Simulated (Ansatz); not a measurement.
Input file for Ansatz (a first-principles code): U-PBE0/def2-TZVPP on CN-, 2S+1 = 3, a spin state set in the input, which need not be the lowest. Charge -1.

Ansatz 0.2 input:
```yaml
crystal:
  periodic: [false, false, false]
  atoms:
    - {symbol: C, position_ang: [0.00000000, 0.00000000, 0.00000000]}
    - {symbol: N, position_ang: [0.00000000, 0.00000000, 1.39600000]}
basis:
  gaussian:
    orbitals: def2-TZVPP
hamiltonian:
  xc: {name: PBE0}
total_charge: -1
magnetization: {spin_polarized: true, initial_magnetization: 2}
relax: {f_tol: 0.002, max_steps: 120}
```

Predict the final total energy.

-92.5678 hartree.

How many basis functions does it have, and what does it roughly cost on one machine?

62 functions; roughly 7 core-seconds.
